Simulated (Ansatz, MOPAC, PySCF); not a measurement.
System: CH₃Si (charge 0, doublet). SMILES: [CH]=[SiH2]
Coordinates optimised at B3LYP-D3(BJ)/def2-TZVP (Ansatz, an electronic-structure program):
```xyz
5

C     -1.1588    -0.2310    -0.0465
Si     0.4752     0.0947     0.0191
H     -2.2080    -0.4401    -0.0887
H      1.4943    -0.9666     0.1040
H      1.0136     1.4665    -0.0033
```
Charge 0, spin multiplicity 2.

Unscaled harmonic wavenumbers (cm⁻¹) in rising order, each level at the stationary point that it reaches from this structure (no distance between atoms moves by over 0.3 Å); the order of modes can differ between levels, and a negative number is imaginary. B3LYP-D3(BJ)/def2-TZVP (PySCF, at the structure above): 212, 322, 605, 663, 954, 1076, 2256, 2267, 3346.

PM7 (MOPAC): 448, 596, 618, 757, 792, 797, 2338, 2344, 2750. Zero-point energy 16.4 against 16.7 kcal/mol; where all levels lie over 400 cm⁻¹, the wavenumbers are on average 0.947 times those of B3LYP-D3(BJ)/def2-TZVP.

B3LYP/6-31G* (Ansatz): 200, 304, 610, 681, 961, 1070, 2273, 2285, 3371. Zero-point energy 16.8 against 16.7 kcal/mol; where all levels lie over 400 cm⁻¹, the wavenumbers are on average 1.008 times those of B3LYP-D3(BJ)/def2-TZVP.
